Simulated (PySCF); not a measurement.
A small calculation by hand: oscillator strength and radiative lifetime

CH7AlO2Si, SMILES [OH][Al]([SiH2]C)[OH].

Geometry optimised at PBE0-D3(BJ)/def2-SVP. The structure was generated by enumeration; whether it is a known compound was not checked. The values are those of a single conformer.

PySCF 2.14.0 with TDDFT-PBE/def2-SVPD puts the first singlet state with f over 0.02 at 5.68 eV (vertical), with the transition dipole (0.371, -1.012, 0.000) in atomic units.

Q: Find the oscillator strength, the wavelength and the radiative lifetime that this transition would have in vacuum if emission retraced absorption.

A: 
|μ|² = 1.1618 au, so |μ| = 2.74 D. ΔE = 5.68/27.211 = 0.2087 hartree. f = (2/3) ΔE |μ|² = 0.162 (the program prints 0.162).
λ = 1239.84/5.68 = 218 nm; ν = 45812 cm⁻¹.
Einstein's coefficient A = 0.6670 ν² f s⁻¹ (ν in cm⁻¹) = 2.3e8 s⁻¹, so τ = 1/A = 4.4 ns. This state is S1. The figure is the radiative limit of this one transition; relaxation, internal conversion, crossing to triplets and a medium change what is measured.
